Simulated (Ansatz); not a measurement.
Energy needed to pull apart AsH3SeO (SMILES [AsH2]O[SeH]), singlet, into free ground-state atoms, from the structure below (displaced at random from a GFN2-xTB minimum); no zero-point or spin–orbit terms; open-shell atoms are treated unrestricted, in their ground-state multiplicity.

| atom | x (Å) | y (Å) | z (Å) |
| --- | --- | --- | --- |
| As1 | -0.4176 | 0.1470 | -1.3334 |
| O2 | 0.1343 | -0.8993 | 0.1271 |
| Se3 | 1.7099 | -0.6134 | 0.8326 |
| H4 | -1.7890 | -0.6253 | -1.6028 |
| H5 | -1.0087 | 1.1164 | -0.4586 |
| H6 | 1.2869 | 0.4904 | 2.1105 |

Computed with Ansatz 0.2.0 (basis: def2-TZVPP); correlated methods freeze the cores. Filled d shells of the heavier atoms are correlated. The def2 sets are not built for correlating such inner shells, so the correlated values are less sure here. B3LYP uses VWN-RPA correlation.

```csv
method,atomization energy (kJ/mol)
SPW92,1746
PBE-D4,?
r2SCAN-D4,1415
PBE0-D4,?
B3LYP-D4,1425
wB97M-V,1402
HF,734
MP2,1354
CCSD,1312
CCSD(T),1355
```

Q: What does PBE0-D4 give? (Judge from chemistry; the value comes from the calculation.)

A: By the calculation: 1385 kJ/mol, which is about 30 kJ/mol more than CCSD(T)/def2-TZVPP.

Q: What does PBE-D4 give? (An estimate is asked for; the value comes from the calculation.)

A: By the calculation: 1468 kJ/mol, which is about 113 kJ/mol more than CCSD(T)/def2-TZVPP.

In triple zeta the MP2 and coupled-cluster atomization energies are still short of their basis limit by a few kcal/mol a bond, whereas those of the functionals are nearly converged, so these differences are not deviations from converged CCSD(T).

No T1 diagnostic of these runs exceeds 0.014.

For scale, one of the runs: CCSD(T)/def2-TZVPP forces, 169 basis functions (an equivalent command: `ansatz run in.yaml --threads 4`). Hardware: 4 CPU threads, shared host. Wall time 4.4 min; peak host memory 2.6 GiB.
